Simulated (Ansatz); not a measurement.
`F[SiH2]I` + H₂ → `F[SiH3]` + HI at 500 K and 1 bar (hydrogenolysis of the Si–I bond).

Calculated with Ansatz (gas phase, PBE0-D4/def2-TZVP geometries, no zero-point term in ΔE). CCSD(T)/CBS adds triple-zeta CCSD(T) − MP2 to the extrapolated MP2 energy (def2 sets, frozen cores). This one scheme is used for every species. def2 core potentials past Kr. For I outer-core shells are correlated without core-valence functions, which leaves a few kJ/mol of doubt a bond.

```csv
species,CCSD(T)/CBS energy (Eh),H − E (kJ/mol),S (J/(mol·K))
`F[SiH2]I`,-687.61044,82.2,336.9
H₂,-1.17544,41.0,145.5
`F[SiH3]`,-390.72345,94.1,267.5
HI,-298.03592,28.6,221.6
```

H − E and S are ideal-gas, rigid-rotor, harmonic terms from PBE0-D4/def2-TZVP. The MP2-based limit puts H₂ 0.8 mEh under its directly extrapolated value; such offsets cancel only in part. 1 Eh = 2625.50 kJ/mol, R = 8.31446 J/(mol·K).

Problem. By hand: ΔE, ΔH, ΔS and ΔG.

Solution. ΔE = (-390.72345) + (-298.03592) − (-687.61044) − (-1.17544) = 0.02651 Eh = 69.6 kJ/mol. Δ(H − E) = 94.1 + 28.6 − 82.2 − 41.0 = -0.5, so ΔH = 69.1 kJ/mol. ΔS = 267.5 + 221.6 − 336.9 − 145.5 = 6.7 J/(mol·K). ΔG = 69.1 − 500 × (6.7)/1000 = 65.8 kJ/mol.

Problem. By hand: the equilibrium constant, and the temperature at which ΔG would vanish if ΔH and ΔS stayed fixed.

Solution. log₁₀ K = −ΔG/(RT ln 10) = -6.9. ΔG = 0 at ΔH/ΔS = 10313 K, far beyond where these terms or the molecules hold.

The number of gas molecules stays the same, so ΔS is small and ΔH decides. A doubt of 5 kJ/mol in ΔE shifts log₁₀ K by 0.5 here. These are equilibria of isolated gas molecules and say nothing of rates. Largest T1 diagnostic: 0.011 (customary marks: 0.02 for closed shells, 0.045 for open ones).
